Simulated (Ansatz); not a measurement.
Two isomers of CH4O2Si: A = `CO[Si]O`, B = `O=CO[SiH3]`.

Gas-phase electronic energies from Ansatz, PBE0-D4/def2-TZVP geometries. CBS: MP2 limit from def2 TZ/QZ plus the TZ coupled-cluster correction, frozen cores. DFT in def2-TZVPP. B3LYP here is the variant with VWN-RPA as its local correlation; programs differ in this. One conformer a species, not always the lowest.

(1) Which is lower in electronic energy at CCSD(T)/CBS, and by how much? (Best estimate.)

(2) Give E(B) − E(A) in kJ/mol with BLYP-D4, MP2/def2-TZVPP, B3LYP, PBE-D4, r2SCAN-D4, CCSD/def2-TZVPP, PBE0-D4. (Best estimate.)

(3) Does the order hold for the free energy at 298.15 K (harmonic terms from PBE0-D4)? (Best estimate.)

Largest T1 diagnostic: 0.016.

## Answers

(1) The calculation gave: A, by 60.8 kJ/mol.

(2) Computed: BLYP-D4 53.0, MP2/def2-TZVPP 53.0, B3LYP 54.5, PBE-D4 51.0, r2SCAN-D4 41.6, CCSD/def2-TZVPP 57.2, PBE0-D4 52.0. None reverses the order clearly.

(3) Computed: Yes: G(B) − G(A) = +43.4 kJ/mol, for one conformer each.

In def2-TZVPP, CCSD(T) changes the Hartree–Fock value by +24.0 kJ/mol (the triples alone add −2.4 kJ/mol) and MP2 by +22.2 kJ/mol. At CCSD(T), def2-SVP lies −44.3 kJ/mol from the extrapolated value and def2-TZVPP −6.1 kJ/mol.
